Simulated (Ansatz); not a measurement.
Relaxation of ClGaH₄O (7 atoms, charge 0, multiplicity 1), to a largest force component of 0.03 eV/Å in at most 50 steps.

These are results of RHF/def2-SVP (Ansatz 0.2.0), not measurements.

```xyz
7
Properties=species:S:1:pos:R:3
Ga 0.061 0.374 -0.068
Cl -0.021 0.384 2.157
H 1.477 0.597 -0.677
H -1.335 0.346 -0.761
O 0.117 -2.501 0.708
H -0.656 -3.036 0.593
H 0.049 -2.128 1.603
```

Problem. Where does it end, and by what steps?

Solution. The forces met the threshold. After 7 steps the energy has fallen by 0.409 eV; H6 moved furthest, 0.49 Å. Joined: Ga1–O5 (2.98 → 2.17 Å).

```tsv
step	energy less start (eV)	largest force component (eV/Å)	accepted
0	0.0000	1.150	yes
1	-0.0691	1.813	yes
2	-0.2594	1.766	yes
3	-0.3731	0.991	yes
4	-0.4013	0.451	yes
5	-0.4077	0.124	yes
6	-0.4087	0.041	yes
7	-0.4091	0.026	yes
```

```xyz
7
Properties=species:S:1:pos:R:3
Ga 0.034 0.034 0.084
Cl -0.047 0.591 2.232
H 1.431 0.238 -0.587
H -1.359 0.047 -0.641
O 0.088 -2.069 0.612
H -0.591 -2.652 0.299
H 0.134 -2.153 1.559
```

Run time: 19 s on 1 thread of Arm Neoverse V1, with other jobs on the host, peak memory 0.16 GiB.
